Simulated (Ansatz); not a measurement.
`CN[Si](F)(F)NC` + `OBF` → `CN[Si](F)(F)F` + `CNBO`  (redistribution)

Program: Ansatz. Geometries: PBE0-D4/def2-TZVP. ΔE: electronic, gas phase. CCSD(T)/CBS is the MP2 limit (def2-TZVPP, def2-QZVPP) plus CCSD(T) − MP2 in def2-TZVPP, frozen cores. This one scheme is used for every species. Functionals use def2-TZVPP. B3LYP here is the variant with VWN-RPA as its local correlation; programs differ in this. One conformer a species, not always the lowest.

`CN[Si](F)(F)NC`:

Cartesian coordinates in Å:
```
C 1.391 1.037 1.721
N 0.222 0.597 0.986
Si -0.064 -0.941 0.365
F 1.379 -1.546 0.061
F -0.714 -2.002 1.361
N -1.130 -0.869 -0.935
C -0.999 -0.014 -2.096
H 2.217 0.350 1.535
H 1.221 1.072 2.803
H 1.711 2.030 1.393
H -0.568 1.217 1.062
H -1.790 -1.622 -1.045
H -0.608 -0.545 -2.971
H -0.310 0.802 -1.870
H -1.959 0.434 -2.370
```

`OBF`:

```xyz
5

O    -0.483    0.847   -0.240
B     0.373   -0.170   -0.042
F    -0.023   -1.266    0.602
H    -1.361    0.685    0.123
H     1.493   -0.095   -0.443
```

`CN[Si](F)(F)F`:

```xyz
10

C    -1.329    0.295    0.407
N    -0.241    0.168   -0.545
Si    1.319   -0.308   -0.186
F     1.888    0.495    1.046
F     2.228   -0.067   -1.450
F     1.490   -1.826    0.217
H    -1.875    1.229    0.254
H    -0.930    0.320    1.423
H    -2.036   -0.538    0.347
H    -0.513    0.231   -1.512
```

`CNBO`:

Cartesian coordinates in Å:
```
C -1.467 -0.221 0.044
N -0.160 0.057 -0.493
B 1.033 0.113 0.227
O 2.197 0.393 -0.446
H -1.911 -1.119 -0.399
H -1.384 -0.387 1.119
H -2.161 0.611 -0.113
H -0.131 0.224 -1.487
H 1.024 -0.082 1.414
H 2.959 0.410 0.132
```

| level | ΔE (kcal/mol) | difference from CCSD(T)/CBS |
| --- | --- | --- |
| r2SCAN-D4 | -10.9 | 0.1 |
| PBE0-D4 | -10.1 | 0.9 |
| B3LYP-D4 | -9.8 | 1.2 |
| ωB97M-V | -10.1 | 0.9 |
| B2PLYP | -11.0 | 0.0 |
| PBE | -10.9 | 0.1 |
| r2SCAN | -11.3 | -0.3 |
| PBE0 | -11.1 | -0.1 |
| B3LYP | -11.3 | -0.3 |
| HF/def2-TZVPP | -11.0 | 0.0 |
| MP2/def2-TZVPP | -10.7 | 0.3 |
| SCS-MP2/def2-TZVPP | -10.9 | 0.1 |
| CCSD(T)/def2-TZVPP | -10.5 | 0.5 |
| MP2/def2-QZVPP | -11.2 | -0.2 |
| HF/CBS(def2) | -11.6 | -0.6 |
| CCSD/CBS(def2) | -11.2 | -0.2 |
| CCSD(T)/CBS | -11.0 | 0 |

Largest T1 diagnostic among the species: 0.013.

The D4 term adds +1.6 kcal/mol with B3LYP and +0.9 kcal/mol with PBE0; it sums over pairs of atoms, weighted by their polarisabilities, and B3LYP, whose exchange is more repulsive, gets the larger term.
